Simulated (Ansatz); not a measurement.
Energy difference R1 + R2 → P1, each structure at its B3LYP-D3(BJ)/def2-SVP stationary point, reached from a drawn start (curvature not checked).
R1: C16H10O4S (SMILES O=C=C1C=Cc2c1cccc2S(=O)(=O)Oc1ccccc1), charge 0, multiplicity 1.
P1: C16H12O5S (SMILES O=C(O)C1C=Cc2c1cccc2S(=O)(=O)Oc1ccccc1), charge 0, multiplicity 1.
R2: H2O (SMILES O), charge 0, multiplicity 1.

P less R. No zero-point or thermal terms. One arrangement of each flexible species, with no search for the lowest.

Programs: Ansatz (a first-principles code) with Gaussian orbitals. No computed number here is a measurement.

Total energies in hartree:

```tsv
structure	PBE/def2-TZVPP	PBE0/def2-TZVPP	wB97M-V/def2-TZVPP
R1	-1313.885342	-1313.935604	-1314.808879
P1	-1390.306065	-1390.364938	-1391.296551
R2	-76.380213	-76.380639	-76.433278
```

Problem. Work out the reaction energy at each level in kcal/mol (1 hartree = 627.50947 kcal/mol), and say how far PBE/def2-TZVPP lies from wB97M-V/def2-TZVPP.

Solution. 
- PBE/def2-TZVPP: (-1390.306065) − (-1313.885342) − (-76.380213) = -0.040510 hartree = -25.42 kcal/mol
- PBE0/def2-TZVPP: (-1390.364938) − (-1313.935604) − (-76.380639) = -0.048695 hartree = -30.56 kcal/mol
- wB97M-V/def2-TZVPP: (-1391.296551) − (-1314.808879) − (-76.433278) = -0.054394 hartree = -34.13 kcal/mol
PBE/def2-TZVPP less wB97M-V/def2-TZVPP: 8.71 kcal/mol. wB97M-V/def2-TZVPP is the level counted from, a functional with errors of its own; no coupled-cluster or measured value stands here.
